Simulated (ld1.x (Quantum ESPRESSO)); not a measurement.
Varying the ultrasoft potential for manganese (Mn)

Base potential:

ld1.x (Quantum ESPRESSO) 7.5 input, shortened:

```
&input
   title='Mn', zed=25., rel=1, dft='PZ', iswitch=3,
   config='[Ar] 3d5 4s1 4p0'
 /
 &inputp
   pseudotype=3, tm=.true., lloc=-1, rcloc=1.15,
   nlcc=.true., new_core_ps=.true., rcore=0.95,
   which_augfun='PSQ', rmatch_augfun_nc=.true.
 /
6
3S  1  0   2.00   0.00  1.25  1.50  0.0
4S  2  0   1.00   0.00  1.25  1.50  0.0
3P  2  1   6.00   0.00  1.30  1.55  0.0
4P  3  1   0.00   0.00  1.30  1.55  0.0
3D  3  2   5.00   0.00  1.40  1.60  0.0
3D  3  2   0.00   0.55  1.40  1.60  0.0
 &test
   configts(1)='3s2 3p6 3d5 4s1 4p0'
 /
```

All-electron outer shells of the reference configuration (LDA (PZ), scalar-relativistic, ld1.x):

```
shell  level (eV)  outermost node (bohr)  outermost maximum (bohr)
   2p     -637.98                      –                      0.19
   3s      -93.71                   0.34                      0.74
   3p      -62.80                   0.31                      0.75
   3d      -15.21                      –                      0.75
   4s      -12.17                   1.05                      2.35
   4p       -7.39                   1.15                      2.91
```

Cutoffs, loose and tight: the cutoffs (Ry, on a coarse ladder) from which the occupation-weighted sum of valence levels, in a spherical-Bessel basis at the reference potential, stays within 10 and 1 mRy of its value at 400 Ry. They do not see the model core or the augmentation charge, which bear on the density cutoff. Test errors are all-electron minus pseudo excitation energies from the reference, over the configurations 3s2 3p6 3d5 4s2 4p0; 3s2 3p6 3d5 4s0 4p0; 3s2 3p6 3d4 4s0 4p0; 3s2 3p6 3d5 4s0 4p2; 3s2 3p6 3d4 4s2 4p0; 3s2 3p6 3d5 4s1.5 4p0; 3s2 3p6 3d6 4s0 4p0 (two spin-polarised tests are not counted in the largest error). A dash means not determined; rows that change the core or the reference have their own tests. The largest error is taken over the tests solved by every variant that gives reliable tests at all: 3s2 3p6 3d4 4s0 4p0; 3s2 3p6 3d4 4s2 4p0; 3s2 3p6 3d5 4s0 4p0; 3s2 3p6 3d5 4s1.5 4p0; 3s2 3p6 3d5 4s2 4p0; 3s2 3p6 3d6 4s0 4p0.

Cutoffs are not given where the Bessel-basis levels miss the radial ones by over 6 mRy, ghosts where they miss by over 20 mRy; a channel whose overlap is not positive is not tested.

A file whose overlap is not positive is unfit for use, and its test errors describe a broken file.

```tsv
change	outcome	cutoff, loose	cutoff, tight	bound ghosts	largest test error (meV)
base	generated, overlap not positive	–	–	not determined (overlap not positive)	-130
waves 3s (bound): rcut 1.02, rcutus 1.08 bohr; 4s (bound): rcut 1.02, rcutus 1.08 bohr	generated, overlap not positive	–	–	not determined (overlap not positive)	-176
reference 3s2 3p6 3d5 4s1.5 4p0.5	generated, overlap not positive	–	–	not determined (overlap not positive)	-170
local potential all-electron potential smoothed inside 1.25 bohr (lloc = -1)	generated, overlap not positive	–	–	not determined (overlap not positive)	+85
core correction Bessel-smoothed model core inside 1.58 bohr	generated, overlap not positive	–	–	not determined (overlap not positive)	-129
```

Q: What comes out with this change to the base: waves 3p (bound): rcut 1.30, rcutus 2.08 bohr; 4p (bound): rcut 1.30, rcutus 2.08 bohr?

A: outcome: generated; cutoff, loose: 40 Ry; cutoff, tight: 70 Ry; bound ghosts: none; largest test error (meV): +42.

Q: What comes out with this change to the base: functional PBEsol?

A: outcome: generated, overlap not positive; bound ghosts: not determined (overlap not positive); largest test error (meV): -203. A file whose overlap is not positive is unfit for use, and its test errors describe a broken file.

Q: What comes out with this change to the base: local potential all-electron potential smoothed inside 1.46 bohr (lloc = -1)?

A: outcome: generated, overlap not positive; bound ghosts: not determined (overlap not positive); largest test error (meV): +51. A file whose overlap is not positive is unfit for use, and its test errors describe a broken file.
